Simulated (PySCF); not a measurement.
I₄Ti, charge +1, doublet, geometry from GFN2-xTB (such geometries of metal compounds can be far from the true shape) (the multiplicity is a formal guess) (all electrons, no relativity), with bond 2-1 at 1.25 times its length; PBE/STO-3G (PySCF).

Here is a job for PySCF.
```python
from pyscf import gto, scf, dft

mol = gto.Mole()
mol.atom = '''
    Ti   -0.000000   -0.000000   -0.000000
    I     2.648277   -0.752633   -1.890897
    I     0.796614    0.446955    2.510984
    I    -1.186734    2.192389   -0.961509
    I    -1.728501   -2.037237   -0.036758
'''
mol.basis = 'sto-3g'
mol.charge = 1
mol.spin = 1
mol.verbose = 4
mol.build()

mf = dft.UKS(mol)
mf.xc = 'pbe'
mf.kernel()
mo_i, mo_e, stable_i, stable_e = mf.stability(internal=True, external=False, return_status=True, nroots=6, tol=1e-6)
print('internally stable:', stable_i, ' externally stable:', stable_e)
if not stable_i:
    umf = mf.copy()
    umf.scf_summary = {}
    umf.kernel(umf.make_rdm1(mo_i, mf.mo_occ))
mf.analyze()
```

Question: Predict the main parts of the log of this PySCF run.

Answer: 
```
PySCF version 2.14.0

[INPUT] verbose = 4
[INPUT] num. atoms = 5
[INPUT] num. electrons = 233
[INPUT] charge = 1
[INPUT] spin (= nelec alpha-beta = 2S) = 1
[INPUT] symmetry False subgroup None
[INPUT] Mole.unit = angstrom
[INPUT] Symbol           X                Y                Z      unit          X                Y                Z       unit  Magmom
[...]
nuclear repulsion = 2805.1989961715
number of shells = 52
number of NR pGTOs = 378
number of NR cGTOs = 126
basis = sto-3g
ecp = {}

******** <class 'pyscf.dft.uks.UKS'> ********
method = UKS
initial guess = minao
damping factor = 0
level_shift factor = 0
DIIS = <class 'pyscf.scf.diis.CDIIS'>
diis_start_cycle = 1
diis_space = 8
diis_damp = 0
SCF conv_tol = 1e-09
SCF conv_tol_grad = None
SCF max_cycles = 50
direct_scf = True
direct_scf_tol = 1e-13
number electrons alpha = 117  beta = 116
XC library pyscf.dft.libxc version 7.1.2
    S. Lehtola, C. Steigemann, M. J. T. Oliveira, and M. A. L. Marques,  SoftwareX 7, 1–5 (2018)
XC functionals = pbe
    J. P. Perdew, K. Burke, and M. Ernzerhof,  Phys. Rev. Lett. 77, 3865 (1996)
    J. P. Perdew, K. Burke, and M. Ernzerhof,  Phys. Rev. Lett. 78, 1396 (1997)
    J. P. Perdew, K. Burke, and M. Ernzerhof,  Phys. Rev. Lett. 77, 3865 (1996)
    J. P. Perdew, K. Burke, and M. Ernzerhof,  Phys. Rev. Lett. 78, 1396 (1997)
radial grids:
    Treutler-Ahlrichs [JCP 102, 346 (1995); DOI:10.1063/1.469408] (M4) radial grids

becke partition: Becke, JCP 88, 2547 (1988); DOI:10.1063/1.454033
pruning grids: <function nwchem_prune>
grids dens level: 3
symmetrized grids: False
atomic radii adjust function: <function treutler_atomic_radii_adjust>
small_rho_cutoff = 0
Set gradient conv threshold to 3.16228e-05
tot grids = 108736
init E= -28162.464987462

cycle= 1 E= -28249.0705034425  delta_E= -86.6  |g|= 0.476  |ddm|=  2.4
cycle= 2 E= -28234.1087183103  delta_E=   15  |g|= 3.58  |ddm|= 5.56

cycle= 3 E= -28249.1892603611  delta_E= -15.1  |g|= 0.194  |ddm|= 5.01

cycle= 4 E= -28245.3778557318  delta_E= 3.81  |g|=  1.6  |ddm|= 3.55

cycle= 5 E= -28249.1921825735  delta_E= -3.81  |g|= 0.218  |ddm|= 2.86
cycle= 6 E= -28249.2481347136  delta_E= -0.056  |g|= 0.15  |ddm|= 1.74

cycle= 7 E= -28249.2662611434  delta_E= -0.0181  |g|= 0.122  |ddm|= 1.73
cycle= 8 E= -28249.2812314436  delta_E= -0.015  |g|= 0.0992  |ddm|= 1.74
cycle= 9 E= -28249.201627295  delta_E= 0.0796  |g|= 0.142  |ddm|= 1.75
cycle= 10 E= -28249.2205369695  delta_E= -0.0189  |g|= 0.143  |ddm|= 0.777
cycle= 11 E= -28249.2872137648  delta_E= -0.0667  |g|= 0.0555  |ddm|= 1.74

cycle= 12 E= -28249.2912861849  delta_E= -0.00407  |g|= 0.0455  |ddm|= 1.73

cycle= 13 E= -28249.286230685  delta_E= 0.00506  |g|= 0.0584  |ddm|=  1.7

cycle= 14 E= -28249.2857346664  delta_E= 0.000496  |g|= 0.0596  |ddm|= 0.403

cycle= 15 E= -28249.2865384201  delta_E= -0.000804  |g|= 0.0575  |ddm|= 0.121

cycle= 16 E= -28249.2890602661  delta_E= -0.00252  |g|= 0.0512  |ddm|= 0.0759
cycle= 17 E= -28249.2903795366  delta_E= -0.00132  |g|= 0.0521  |ddm|= 0.0736
cycle= 18 E= -28249.2050277006  delta_E= 0.0854  |g|= 0.139  |ddm|= 1.74
cycle= 19 E= -28249.2140267031  delta_E= -0.009  |g|= 0.133  |ddm|= 0.45

cycle= 20 E= -28249.2901103247  delta_E= -0.0761  |g|= 0.0488  |ddm|= 1.73
cycle= 21 E= -28249.2837742617  delta_E= 0.00634  |g|= 0.0651  |ddm|= 1.73

cycle= 22 E= -28249.2872508503  delta_E= -0.00348  |g|= 0.056  |ddm|= 0.202

cycle= 23 E= -28249.2881032571  delta_E= -0.000852  |g|= 0.0538  |ddm|= 0.586

cycle= 24 E= -28249.2898013176  delta_E= -0.0017  |g|= 0.0496  |ddm|= 1.01

cycle= 25 E= -28249.2894183781  delta_E= 0.000383  |g|= 0.0506  |ddm|= 0.0187

cycle= 26 E= -28249.2900858516  delta_E= -0.000667  |g|= 0.0496  |ddm|= 0.0655
cycle= 27 E= -28249.2085843632  delta_E= 0.0815  |g|= 0.139  |ddm|= 1.74
cycle= 28 E= -28249.2106019717  delta_E= -0.00202  |g|= 0.134  |ddm|= 0.477

cycle= 29 E= -28249.2200524044  delta_E= -0.00945  |g|= 0.131  |ddm|= 0.299

cycle= 30 E= -28249.2168318684  delta_E= 0.00322  |g|= 0.13  |ddm|= 0.104
cycle= 31 E= -28249.2916015199  delta_E= -0.0748  |g|= 0.0442  |ddm|= 1.73

cycle= 32 E= -28249.2910997182  delta_E= 0.000502  |g|= 0.0462  |ddm|= 1.67

cycle= 33 E= -28249.2985230971  delta_E= -0.00742  |g|= 0.0231  |ddm|= 0.573

cycle= 34 E= -28249.2417961519  delta_E= 0.0567  |g|= 0.125  |ddm|= 1.74

cycle= 35 E= -28249.2402984157  delta_E= 0.0015  |g|= 0.125  |ddm|= 1.08

cycle= 36 E= -28249.29366025  delta_E= -0.0534  |g|= 0.0422  |ddm|=  1.6

cycle= 37 E= -28249.2958867994  delta_E= -0.00223  |g|= 0.0335  |ddm|= 0.768
cycle= 38 E= -28249.2178473141  delta_E= 0.078  |g|= 0.136  |ddm|= 1.74
cycle= 39 E= -28249.2116903121  delta_E= 0.00616  |g|= 0.133  |ddm|= 0.281
cycle= 40 E= -28249.214671577  delta_E= -0.00298  |g|= 0.129  |ddm|= 0.0596
cycle= 41 E= -28249.214113427  delta_E= 0.000558  |g|= 0.128  |ddm|= 0.0295
cycle= 42 E= -28249.2912907338  delta_E= -0.0772  |g|= 0.0688  |ddm|= 1.74
cycle= 43 E= -28249.2942484179  delta_E= -0.00296  |g|= 0.0375  |ddm|= 0.25

cycle= 44 E= -28249.2394930826  delta_E= 0.0548  |g|= 0.127  |ddm|= 1.69

cycle= 45 E= -28249.2992810374  delta_E= -0.0598  |g|= 0.0192  |ddm|= 1.33
cycle= 46 E= -28249.2955747748  delta_E= 0.00371  |g|= 0.0468  |ddm|= 1.71
cycle= 47 E= -28249.2934002381  delta_E= 0.00217  |g|= 0.04  |ddm|= 0.827

cycle= 48 E= -28249.2304223129  delta_E= 0.063  |g|= 0.129  |ddm|= 1.71

cycle= 49 E= -28249.2269670586  delta_E= 0.00346  |g|= 0.13  |ddm|= 0.0558

cycle= 50 E= -28249.2374007253  delta_E= -0.0104  |g|= 0.127  |ddm|= 0.186
SCF not converged.
SCF energy = -28249.2374007253 after 50 cycles  <S^2> = 0.75342583  2S+1 = 2.0034229
uhf_internal: lowest eigs of H = [-0.37318146 -0.25552929 -0.23671855 -0.12415191 -0.12220687 -0.11594119]
<class 'pyscf.dft.uks.UKS'> wavefunction has an internal instability
internally stable: False  externally stable: None

******** <class 'pyscf.dft.uks.UKS'> ********
method = UKS
initial guess = minao
damping factor = 0
level_shift factor = 0
[...]
SCF not converged.
[...]
**** SCF Summaries ****
Total Energy =                      -28249.237400725323823
Nuclear Repulsion Energy =            2805.198996171500312
One-electron Energy =               -44468.645631106177461
Two-electron Energy =                13414.209234209351052
Two-electron Coulomb Energy =        14158.529412170648357
DFT Exchange-Correlation Energy =     -744.320177961297986
**** MO energy ****
                             alpha | beta                alpha | beta
[...]
To work with the spin densities directly, `use mulliken_meta_spin()` only printing them here.

 ** Mulliken spin pop alpha/beta on meta-lowdin orthogonal AOs **
 ** Mulliken Spin Density (per AO)  **
spin_pop of  0 Ti 1s       -0.00000
spin_pop of  0 Ti 2s       -0.00000
spin_pop of  0 Ti 3s       -0.00001
spin_pop of  0 Ti 4s       -0.01183
spin_pop of  0 Ti 2px       0.00000
spin_pop of  0 Ti 2py       0.00000
spin_pop of  0 Ti 2pz       0.00000
spin_pop of  0 Ti 3px      -0.00002
spin_pop of  0 Ti 3py      -0.00001
spin_pop of  0 Ti 3pz      -0.00002
spin_pop of  0 Ti 4px      -0.00518
spin_pop of  0 Ti 4py      -0.00304
spin_pop of  0 Ti 4pz      -0.00437
spin_pop of  0 Ti 3dxy     -0.01068
spin_pop of  0 Ti 3dyz     -0.01345
spin_pop of  0 Ti 3dz^2    -0.01113
spin_pop of  0 Ti 3dxz     -0.01603
spin_pop of  0 Ti 3dx2-y2   -0.01258
spin_pop of  1 I 1s        0.00000
spin_pop of  1 I 2s        0.00000
spin_pop of  1 I 3s        0.00000
spin_pop of  1 I 4s        0.00000
spin_pop of  1 I 5s        0.00040
spin_pop of  1 I 2px       0.00000
spin_pop of  1 I 2py       0.00000
spin_pop of  1 I 2pz       0.00000
spin_pop of  1 I 3px       0.00000
spin_pop of  1 I 3py       0.00000
spin_pop of  1 I 3pz       0.00000
spin_pop of  1 I 4px       0.00001
spin_pop of  1 I 4py       0.00004
spin_pop of  1 I 4pz       0.00003
spin_pop of  1 I 5px       0.02227
spin_pop of  1 I 5py       0.07321
spin_pop of  1 I 5pz       0.04654
spin_pop of  1 I 3dxy     -0.00000
spin_pop of  1 I 3dyz     -0.00000
spin_pop of  1 I 3dz^2    -0.00000
spin_pop of  1 I 3dxz     -0.00000
spin_pop of  1 I 3dx2-y2   -0.00000
spin_pop of  1 I 4dxy     -0.00000
spin_pop of  1 I 4dyz     -0.00000
spin_pop of  1 I 4dz^2    -0.00000
spin_pop of  1 I 4dxz     -0.00000
spin_pop of  1 I 4dx2-y2   -0.00000
spin_pop of  2 I 1s        0.00000
spin_pop of  2 I 2s        0.00000
spin_pop of  2 I 3s        0.00000
spin_pop of  2 I 4s        0.00000
spin_pop of  2 I 5s        0.00011
spin_pop of  2 I 2px       0.00000
spin_pop of  2 I 2py       0.00000
spin_pop of  2 I 2pz       0.00000
spin_pop of  2 I 3px       0.00000
spin_pop of  2 I 3py       0.00000
spin_pop of  2 I 3pz       0.00000
spin_pop of  2 I 4px       0.00001
spin_pop of  2 I 4py       0.00012
spin_pop of  2 I 4pz       0.00001
spin_pop of  2 I 5px       0.01614
spin_pop of  2 I 5py       0.20857
spin_pop of  2 I 5pz       0.01563
spin_pop of  2 I 3dxy     -0.00000
spin_pop of  2 I 3dyz     -0.00000
spin_pop of  2 I 3dz^2    -0.00000
spin_pop of  2 I 3dxz     -0.00000
spin_pop of  2 I 3dx2-y2   -0.00000
spin_pop of  2 I 4dxy     -0.00000
spin_pop of  2 I 4dyz     -0.00000
spin_pop of  2 I 4dz^2    -0.00000
spin_pop of  2 I 4dxz     -0.00000
spin_pop of  2 I 4dx2-y2   -0.00000
spin_pop of  3 I 1s        0.00000
spin_pop of  3 I 2s        0.00000
spin_pop of  3 I 3s        0.00000
spin_pop of  3 I 4s        0.00000
spin_pop of  3 I 5s        0.00007
spin_pop of  3 I 2px       0.00000
spin_pop of  3 I 2py       0.00000
spin_pop of  3 I 2pz       0.00000
spin_pop of  3 I 3px       0.00000
spin_pop of  3 I 3py       0.00000
spin_pop of  3 I 3pz       0.00000
spin_pop of  3 I 4px       0.00010
spin_pop of  3 I 4py       0.00006
spin_pop of  3 I 4pz       0.00004
spin_pop of  3 I 5px       0.17194
spin_pop of  3 I 5py       0.10877
spin_pop of  3 I 5pz       0.06608
spin_pop of  3 I 3dxy     -0.00000
spin_pop of  3 I 3dyz     -0.00000
spin_pop of  3 I 3dz^2    -0.00000
spin_pop of  3 I 3dxz     -0.00000
spin_pop of  3 I 3dx2-y2   -0.00000
spin_pop of  3 I 4dxy     -0.00000
spin_pop of  3 I 4dyz     -0.00000
spin_pop of  3 I 4dz^2    -0.00000
spin_pop of  3 I 4dxz     -0.00000
spin_pop of  3 I 4dx2-y2   -0.00000
spin_pop of  4 I 1s        0.00000
spin_pop of  4 I 2s        0.00000
spin_pop of  4 I 3s        0.00000
spin_pop of  4 I 4s        0.00000
spin_pop of  4 I 5s        0.00008
spin_pop of  4 I 2px       0.00000
spin_pop of  4 I 2py       0.00000
spin_pop of  4 I 2pz       0.00000
spin_pop of  4 I 3px       0.00000
spin_pop of  4 I 3py       0.00000
spin_pop of  4 I 3pz       0.00000
spin_pop of  4 I 4px       0.00006
spin_pop of  4 I 4py       0.00005
spin_pop of  4 I 4pz       0.00011
spin_pop of  4 I 5px       0.10156
spin_pop of  4 I 5py       0.07699
spin_pop of  4 I 5pz       0.17934
spin_pop of  4 I 3dxy     -0.00000
spin_pop of  4 I 3dyz     -0.00000
spin_pop of  4 I 3dz^2    -0.00000
spin_pop of  4 I 3dxz     -0.00000
spin_pop of  4 I 3dx2-y2   -0.00000
spin_pop of  4 I 4dxy     -0.00000
spin_pop of  4 I 4dyz     -0.00000
spin_pop of  4 I 4dz^2    -0.00000
spin_pop of  4 I 4dxz     -0.00000
spin_pop of  4 I 4dx2-y2   -0.00000
 ** Mulliken Spin Density (per atom)  **
spin density of  0 Ti =     -0.08835
spin density of  1 I =      0.14251
spin density of  2 I =      0.24060
spin density of  3 I =      0.34707
spin density of  4 I =      0.35818
 ** Mulliken pop alpha/beta on meta-lowdin orthogonal AOs **
 ** Mulliken pop       alpha | beta **
In total           117.00000 | 116.00000
 ** Mulliken atomic charges   ( Nelec_alpha | Nelec_beta ) **
charge of  0Ti =      0.88276  (    10.51444     10.60280 )
charge of  1I =     -0.47357  (    26.80804     26.66553 )
charge of  2I =      0.11036  (    26.56512     26.32452 )
charge of  3I =      0.23727  (    26.55490     26.20783 )
charge of  4I =      0.24318  (    26.55750     26.19932 )

WARN: System has nonzero charge 1; the dipole moment is origin-dependent.
Location of origin: [0. 0. 0.]

Dipole moment(X, Y, Z, Debye): -8.87426,  2.03406,  4.43328
```

Convergence was not reached.
